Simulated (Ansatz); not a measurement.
These are frozen-core CCSD(T)/def2-TZVPP // PBE0-D3(BJ)/def2-TZVP (Ansatz, a program for electronic structure) values and carry that method's errors. The restricted HF reference is unstable towards unrestricted orbitals.

Ansatz 0.2 input:
```yaml
crystal:
  periodic: [false, false, false]
  atoms:
    - { symbol: C, position_ang: [-1.850185, 0.156326, -0.076472] }
    - { symbol: C, position_ang: [-0.634712, -0.260833, -0.237812] }
    - { symbol: C, position_ang: [0.606175, -0.638929, -0.41107] }
    - { symbol: C, position_ang: [1.64255, 0.334439, -0.786144] }
    - { symbol: O, position_ang: [2.797471, 0.043774, -0.958294] }
    - { symbol: H, position_ang: [-2.201977, 0.49178, 0.893712] }
    - { symbol: H, position_ang: [-2.550759, 0.171136, -0.905036] }
    - { symbol: H, position_ang: [0.911122, -1.673684, -0.285332] }
    - { symbol: H, position_ang: [1.280304, 1.375985, -0.902016] }
basis:
  gaussian: { orbitals: def2-TZVPP }
correlation:
  method: ccsd_t
```

Output:

```
Functional definition: HF
1289 factors; integrals over basis functions are off by at most 8.6e-4 eV
mean field evaluation 1: about -6218.6937 eV, gradient 3.9e1 eV
mean field evaluation 2: about -6218.9785 eV, gradient 3.9e1 eV
mean field evaluation 4: about -6222.6934 eV, gradient 5.5e0 eV
mean field evaluation 8: about -6222.8171 eV, gradient 5.7e-1 eV
mean field evaluation 16: about -6222.8204 eV, gradient 2.3e-6 eV
mean field -6222.82036868 eV, -228.6844305699 hartree, gradient 2.2e-6 eV, S^2 0.000000; 0 other end points of the search recorded, 0 dependent functions left out; unrestricted orbitals would lower it
5 core orbitals not correlated
reference -6222.82036868 eV, -228.6844305699 hartree; 13, 13 occupied and 193, 193 virtual orbitals, 1289 factors
second order -23.01708371 eV of doubles, -0.00000000 eV of singles
cycle   1  -22.88634521 eV  change    1.3e-1 eV  update   1.2e-1
cycle   2  -23.51491304 eV  change   -6.3e-1 eV  update   4.1e-2
cycle   3  -23.69316812 eV  change   -1.8e-1 eV  update   2.2e-2
cycle   4  -23.68651170 eV  change    6.7e-3 eV  update   6.4e-3
cycle   5  -23.68328950 eV  change    3.2e-3 eV  update   3.2e-3
cycle   6  -23.68551121 eV  change   -2.2e-3 eV  update   1.1e-3
cycle   7  -23.68566376 eV  change   -1.5e-4 eV  update   4.7e-4
cycle   8  -23.68548008 eV  change    1.8e-4 eV  update   1.9e-4
cycle   9  -23.68552805 eV  change   -4.8e-5 eV  update   6.2e-5
cycle  10  -23.68557369 eV  change   -4.6e-5 eV  update   2.5e-5
cycle  11  -23.68553644 eV  change    3.7e-5 eV  update   1.0e-5
cycle  12  -23.68554362 eV  change   -7.2e-6 eV  update   4.3e-6
perturbative correction -1.15559517 eV, -0.0424673392 hartree
Total energy: -6247.66150747 eV, -229.5973255824 hartree
```

Cost: roughly 2.3 core-minutes.
